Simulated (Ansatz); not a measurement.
BrH4InOSi, SMILES `[SiH3][O][InH][Br]` at its PBE0-D4/def2-TZVP geometry, where that method's forces vanish. The species carries charge 0 and has multiplicity 1. In takes the def2 core potential.

```xyz
8

Si   -0.5566    1.2946    0.2894
O     0.6651    0.2245    0.4695
In    1.0442   -1.5998   -0.1598
Br   -0.7949   -2.4275   -1.5652
H    -0.7535    1.6632   -1.1410
H    -0.2225    2.5245    1.0561
H    -1.8431    0.7467    0.8048
H     2.4612   -2.4262    0.2462
```

(1) What forces (eV/Å) does r2SCAN-D4/def2-TZVPP give on these atoms in Ansatz 0.2.0? (Best estimate.)

Results:

(1) The calculation gave: 
```
Si1 -0.081  0.051 -0.020
O2   0.049  0.053  0.052
In3  0.108 -0.109  0.007
Br4 -0.046 -0.013 -0.031
H5  -0.001  0.000  0.032
H6  -0.009 -0.030 -0.020
H7   0.023  0.020 -0.011
H8  -0.043  0.029 -0.010
```
